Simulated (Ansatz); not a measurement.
`[SH][Sn]([SH])([Cl])[Cl]` + H₂ → `[SH][SnH]([Cl])[Cl]` + H₂S at 500 K and 1 bar (hydrogenolysis of the Sn–S bond).

Program: Ansatz. Geometries: PBE0-D4/def2-TZVP. ΔE: electronic, gas phase. CCSD(T)/CBS is the MP2 limit (def2-TZVPP, def2-QZVPP) plus CCSD(T) − MP2 in def2-TZVPP, frozen cores. This one scheme is used for every species. def2 core potentials past Kr. For Sn outer-core shells are correlated without core-valence functions, which leaves a few kJ/mol of doubt a bond. One conformer a species, not always the lowest.

```tsv
species	CCSD(T)/CBS energy (Eh)	H − E (kJ/mol)	S (J/(mol·K))
`[SH][Sn]([SH])([Cl])[Cl]`	-1930.49002	107.7	480.8
H₂	-1.17544	41.0	145.5
`[SH][SnH]([Cl])[Cl]`	-1532.67433	90.7	431.7
H₂S	-398.97279	57.0	224.0
```

H − E and S are ideal-gas, rigid-rotor, harmonic terms from PBE0-D4/def2-TZVP, for one conformer and one mirror image of each species. The MP2-based limit puts H₂ 0.8 mEh under its directly extrapolated value; such offsets cancel only in part. 1 Eh = 2625.50 kJ/mol, R = 8.31446 J/(mol·K).

Task: By hand: ΔE, ΔH, ΔS and ΔG.

Result: ΔE = (-1532.67433) + (-398.97279) − (-1930.49002) − (-1.17544) = 0.01834 Eh = 48.2 kJ/mol. Δ(H − E) = 90.7 + 57.0 − 107.7 − 41.0 = -1.0, so ΔH = 47.2 kJ/mol. ΔS = 431.7 + 224.0 − 480.8 − 145.5 = 29.4 J/(mol·K). ΔG = 47.2 − 500 × (29.4)/1000 = 32.5 kJ/mol.

Task: By hand: the equilibrium constant, and the temperature at which ΔG would vanish if ΔH and ΔS stayed fixed.

Result: log₁₀ K = −ΔG/(RT ln 10) = -3.4. ΔG = 0 at ΔH/ΔS = 1605 K.

ΔH outweighs TΔS. A doubt of 5 kJ/mol in ΔE shifts log₁₀ K by 0.5 here. Other conformers and mirror images would add mixing entropy, several J/(mol·K) or more a flexible species. Modes under 60 cm⁻¹, often nearly free rotors, make the harmonic entropy too high. These are equilibria of isolated gas molecules and say nothing of rates. Largest T1 diagnostic: 0.012 (customary marks: 0.02 for closed shells, 0.045 for open ones).
